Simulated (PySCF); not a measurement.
C3H10B3O3, charge +1, singlet, at a GFN2-xTB geometry; DF-HF/STO-3G in PySCF.

The PySCF input:
```python
from pyscf import gto, scf

mol = gto.M(
    atom='''
C     1.55017480    2.52376653    0.43186327
B     0.74441431    1.20639358    0.21146577
O    -0.63297883    1.19769932    0.08470926
B    -1.40764061    0.15281059   -0.10721144
C    -2.96598204    0.14797066   -0.23653381
O    -0.69256398   -1.12749516   -0.19046388
B     0.76911319   -1.19419293   -0.06915601
C     1.46627084   -2.58911906   -0.18322750
O     1.35348684   -0.03089726    0.11833668
H     1.62532102    3.08286401   -0.50051865
H     2.56270630    2.34106553    0.77664846
H     1.05399689    3.19003835    1.13286680
H    -3.43049075    0.35078071    0.72812695
H    -3.30896210    0.94805819   -0.88868509
H    -3.38149943   -0.78580665   -0.60502846
H    -1.19421256   -1.94211873   -0.32808476
H     0.78690927   -3.43516332   -0.12737374
H     2.22242057   -2.71480915    0.58851612
H     2.00804252   -2.67012884   -1.12522737
''',
    basis='sto-3g',
    charge=1,
    verbose=4,
)

mf = scf.RHF(mol)
mf = mf.density_fit(auxbasis='def2-universal-jkfit')
mf.kernel()
```

What the program printed (banner, timings and long lists left out):

```
PySCF version 2.14.0

[INPUT] verbose = 4
[INPUT] num. atoms = 19
[INPUT] num. electrons = 66
[INPUT] charge = 1
[INPUT] spin (= nelec alpha-beta = 2S) = 0
[INPUT] symmetry False subgroup None
[INPUT] Mole.unit = angstrom
[INPUT] Symbol           X                Y                Z      unit          X                Y                Z       unit  Magmom
[INPUT]  1 C      1.550174800000   2.523766530000   0.431863270000 AA    2.929405817202   4.769227544044   0.816103303559 Bohr   0.0
[INPUT]  2 B      0.744414310000   1.206393580000   0.211465770000 AA    1.406739169107   2.279753464634   0.399612390020 Bohr   0.0
[INPUT]  3 O     -0.632978830000   1.197699320000   0.084709260000 AA   -1.196156631348   2.263323694378   0.160077301615 Bohr   0.0
[INPUT]  4 B     -1.407640610000   0.152810590000  -0.107211440000 AA   -2.660055234716   0.288770164033  -0.202600259020 Bohr   0.0
[INPUT]  5 C     -2.965982040000   0.147970660000  -0.236533810000 AA   -5.604893745979   0.279624021871  -0.446984120100 Bohr   0.0
[INPUT]  6 O     -0.692563980000  -1.127495160000  -0.190463880000 AA   -1.308756245939  -2.130657059173  -0.359924569822 Bohr   0.0
[INPUT]  7 B      0.769113190000  -1.194192930000  -0.069156010000 AA    1.453413287891  -2.256697577592  -0.130685918768 Bohr   0.0
[INPUT]  8 C      1.466270840000  -2.589119060000  -0.183227500000 AA    2.770850312036  -4.892725927291  -0.346249793489 Bohr   0.0
[INPUT]  9 O      1.353486840000  -0.030897260000   0.118336680000 AA    2.557719440803  -0.058387359399   0.223623915690 Bohr   0.0
[INPUT] 10 H      1.625321020000   3.082864010000  -0.500518650000 AA    3.071411592299   5.825768658178  -0.945843168737 Bohr   0.0
[INPUT] 11 H      2.562706300000   2.341065530000   0.776648460000 AA    4.842813044697   4.423972691360   1.467652884465 Bohr   0.0
[INPUT] 12 H      1.053996890000   3.190038350000   1.132866800000 AA    1.991765458243   6.028298808359   2.140807987612 Bohr   0.0
[INPUT] 13 H     -3.430490750000   0.350780710000   0.728126950000 AA   -6.482687990354   0.662879471680   1.375960519415 Bohr   0.0
[INPUT] 14 H     -3.308962100000   0.948058190000  -0.888685090000 AA   -6.253032125566   1.791570329251  -1.679371431084 Bohr   0.0
[INPUT] 15 H     -3.381499430000  -0.785806650000  -0.605028460000 AA   -6.390107813073  -1.484959355362  -1.143338086967 Bohr   0.0
[INPUT] 16 H     -1.194212560000  -1.942118730000  -0.328084760000 AA   -2.256734672916  -3.670072501088  -0.619990342044 Bohr   0.0
[INPUT] 17 H      0.786909270000  -3.435163320000  -0.127373740000 AA    1.487043005181  -6.491517867952  -0.240701484062 Bohr   0.0
[INPUT] 18 H      2.222420570000  -2.714809150000   0.588516120000 AA    4.199766210900  -5.130245773963   1.112134286692 Bohr   0.0
[INPUT] 19 H      2.008042520000  -2.670128840000  -1.125227370000 AA    3.794650409281  -5.045812224903  -2.126371557165 Bohr   0.0

nuclear repulsion = 426.740121753372
number of shells = 37
number of NR pGTOs = 165
number of NR cGTOs = 55
basis = sto-3g
ecp = {}

******** <class 'pyscf.df.df_jk.DFRHF'> ********
method = DFRHF
initial guess = minao
damping factor = 0
level_shift factor = 0
DIIS = <class 'pyscf.scf.diis.CDIIS'>
diis_start_cycle = 1
diis_space = 8
diis_damp = 0
SCF conv_tol = 1e-09
SCF conv_tol_grad = None
SCF max_cycles = 50
direct_scf = False
Set gradient conv threshold to 3.16228e-05
Initial guess from minao.
******** <class 'pyscf.df.df.DF'> ********
auxbasis = def2-universal-jkfit
init E= -415.35692340592
  HOMO = -0.36754152791565  LUMO = 0.12985418282195  gap/eV = 13.53483
cycle= 1 E= -412.78777007707  delta_E= 2.57  |g|= 0.657  |ddm|= 5.26
  HOMO = -0.502307597248253  LUMO = 0.0317558743329758  gap/eV = 14.53261
cycle= 2 E= -412.927831081586  delta_E= -0.14  |g|= 0.238  |ddm|=  1.1
  HOMO = -0.590127397413854  LUMO = 0.0407264153198809  gap/eV = 17.16641
cycle= 3 E= -412.943625879119  delta_E= -0.0158  |g|= 0.0481  |ddm|= 0.313
  HOMO = -0.58735507836731  LUMO = 0.0427020915744869  gap/eV = 17.14473
cycle= 4 E= -412.944677312268  delta_E= -0.00105  |g|= 0.00964  |ddm|= 0.0934
  HOMO = -0.587341882379695  LUMO = 0.0426353287207517  gap/eV = 17.14255
cycle= 5 E= -412.944710850126  delta_E= -3.35e-05  |g|= 0.00186  |ddm|= 0.0153
  HOMO = -0.587639911371684  LUMO = 0.0423755876480103  gap/eV = 17.14359
cycle= 6 E= -412.944713467832  delta_E= -2.62e-06  |g|= 0.000442  |ddm|= 0.00492
  HOMO = -0.587691661779544  LUMO = 0.0423888965903657  gap/eV = 17.14537
cycle= 7 E= -412.944713605861  delta_E= -1.38e-07  |g|= 0.000139  |ddm|= 0.00106
  HOMO = -0.58769298701646  LUMO = 0.042380698643199  gap/eV = 17.14518
cycle= 8 E= -412.944713619375  delta_E= -1.35e-08  |g|= 2.49e-05  |ddm|= 0.000384
  HOMO = -0.587695731184586  LUMO = 0.042377049094233  gap/eV = 17.14515
cycle= 9 E= -412.944713619739  delta_E= -3.64e-10  |g|= 4.94e-06  |ddm|= 5.67e-05
  HOMO = -0.587696422617333  LUMO = 0.0423767386237076  gap/eV = 17.14516
Extra cycle  E= -412.94471361975  delta_E= -1.1e-11  |g|= 2.01e-06  |ddm|= 8.24e-06
converged SCF energy = -412.94471361975
```
